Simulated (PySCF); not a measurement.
# Spinor energies of Tb⁺ (terbium, charge +1)

Start: [Xe] 4f9 6s1; 4f5/2 filled at m_j = -5/2, -3/2, -1/2, +1/2, +3/2, +5/2; 4f7/2 filled at m_j = +3/2, +5/2, +7/2; 6s1/2 filled at m_j = +1/2. Calculated with PySCF 2.14 in x2c-TZVPall-2c with one added diffuse shell each of s, p, d, f type (12s12p11d5f1g, 147 functions): generalised Hartree-Fock with the X2C-1e Hamiltonian and a Gaussian nucleus; one run each with spin-orbit coupling (SO) switched off, then screened by Boettger's factors.

```tsv
spinor shell	electrons	ε, spin-free (eV)	ε, screened SO (eV)	weight of nominal j (screened SO)	rms radius, screened SO (bohr)
1s1/2	2	-52262.4	-52252.1	1.000	0.0245
2s1/2	2	-8791.1	-8787.9	1.000	0.0989
2p1/2	2	-7807.6	-8334.4	1.000	0.0846
2p3/2	4	-7807.6	-7583.1	1.000	0.0911
3s1/2	2	-2005.8	-2004.7	1.000	0.255
3p1/2	2	-1696.3	-1807.4	1.000	0.246
3d3/2	4	-1291.6	-1312.3	0.998	0.232
3d5/2	6	-1291.6	-1276.9	0.999	0.236
4s1/2	2	-425.80	-425.49	1.000	0.576
4p1/2	2	-321.38	-347.56	0.986	0.592
4p3/2	4	-321.38	-309.89	0.993	0.621
4d3/2	4	-174.86	-183.05	0.790	0.671
4d5/2	6	-174.86	-169.15	0.860	0.678
5s1/2	2	-64.170	-64.120	1.000	1.44
5p1/2	2	-36.967	-40.796	0.937	1.62
5p3/2	4	-36.967	-35.295	0.968	1.74
4f5/2	6	-20.041	-19.653	0.722	0.983
4f7/2	3	-20.041	-20.648	0.806	0.970
6s1/2	1	-10.741	-10.743	1.000	4.20
```

Question: Where does 3p3/2 lie, and what is the 3p spin-orbit splitting (screened SO)?

Answer: At -1648.3 eV, 159.06 eV above 3p1/2.

| quantity | spin-free | screened SO |
| --- | --- | --- |
| E (hartree) | -11700.47343 | -11708.58527 |
| M_J | 8 | 8 |
| ⟨J²⟩ | 72.018 | 72.023 |
| ⟨L²⟩ | 30.009 | 30.550 |
| ⟨S²⟩ | 12.008 | 11.854 |

Each row is a mean over spinors that exchange with the open shell spreads, by up to 15.231 eV (4d5/2).

Rows whose weight is well below 1 are mixtures of j = l ± 1/2: exchange outweighs spin-orbit coupling there, and the label is only the starting occupation.

Breit and QED terms are absent; they matter most for the inner s and p1/2 levels.

Densities and radii are taken from the X2C orbitals without a picture-change correction, which distorts them close to the nucleus.

Without spin-orbit coupling the j labels of p, d and f shells carry no meaning; the spin-free column gives the mean over the occupied spinors of each nl shell.
